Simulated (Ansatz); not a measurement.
Mulliken charges of C$_{2}$HCl$_{2}$In, SMILES `C#[C][In]([Cl])[Cl]` from r2SCAN/def2-TZVPP in Ansatz (PBE0-D4/def2-TZVP geometry).

| atom | x (Å) | y (Å) | z (Å) | charge (e) |
| --- | --- | --- | --- | --- |
| C1 | -0.137 | 0.234 | 2.051 | 0.046 |
| C2 | -0.058 | 0.098 | 0.855 | -0.454 |
| In3 | 0.079 | -0.134 | -1.181 | 0.881 |
| Cl4 | -0.359 | -2.130 | -2.240 | -0.349 |
| Cl5 | 0.682 | 1.579 | -2.594 | -0.349 |
| H6 | -0.207 | 0.354 | 3.109 | 0.225 |

Q: By hand: the dipole of these point charges (1 e Å = 4.8032 D).

A: Σ q r = (-0.070, 0.120, 1.052) e Å, of length 1.061 e Å = 5.10 D.

Q: How does the dipole of the full density compare? (Estimate.)

A: Ansatz gave: (-0.037, 0.064, 0.558) e Å, 2.70 D; the point charges give 1.89 times that, at 0° from its direction.

Point charges leave out the atoms' own dipoles, such as those of lone pairs, and Mulliken's split depends on the basis, so the two needn't agree.
